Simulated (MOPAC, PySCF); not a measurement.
C6H4F2, SMILES `Fc1ccc(F)cc1`, neutral singlet in the gas phase. 

Cartesian coordinates (Å):
```xyz
12

F      1.6922     2.1293     0.0077
C      0.8577     1.0793     0.0039
C     -0.5168     1.3025     0.0531
C     -1.3858     0.2091     0.0491
C     -0.8577    -1.0793    -0.0039
F     -1.6922    -2.1293    -0.0077
C      0.5168    -1.3025    -0.0531
C      1.3858    -0.2091    -0.0491
H     -0.8918     2.3263     0.0938
H     -2.4679     0.3431     0.0867
H      0.8918    -2.3263    -0.0938
H      2.4679    -0.3431    -0.0867
```
Charge 0, multiplicity 1.

All levels are single points at this geometry (B3LYP-D3(BJ)/def2-SVP); Pople sets use spherical d functions. Orbital energies aren't observables, and empty levels follow the basis.

HF/STO-3G in PySCF gives HOMO (eV) = -7.01.

Q: Estimate the HOMO (eV) from each of these levels: B3LYP-D3(BJ)/def2-SVP in PySCF; PBE-D3(BJ)/def2-SVP in PySCF; B3LYP/3-21G in PySCF; B3LYP/6-311+G** in PySCF; BP86/6-31G* in PySCF; M06-2X/6-31G* in PySCF; PBE/6-31G* in PySCF; SVWN5/6-31G* in PySCF; AM1 in MOPAC; PM3 in MOPAC; PM6 in MOPAC; PM7 in MOPAC.

A: 
| level | HOMO (eV) |
|---|---|
| B3LYP-D3(BJ)/def2-SVP in PySCF | -6.82 |
| PBE-D3(BJ)/def2-SVP in PySCF | -5.89 |
| B3LYP/3-21G in PySCF | -6.56 |
| B3LYP/6-311+G** in PySCF | -7.03 |
| BP86/6-31G* in PySCF | -5.70 |
| M06-2X/6-31G* in PySCF | -8.00 |
| PBE/6-31G* in PySCF | -5.60 |
| SVWN5/6-31G* in PySCF | -5.78 |
| AM1 in MOPAC | -9.56 |
| PM3 in MOPAC | -9.95 |
| PM6 in MOPAC | -9.96 |
| PM7 in MOPAC | -10.12 |
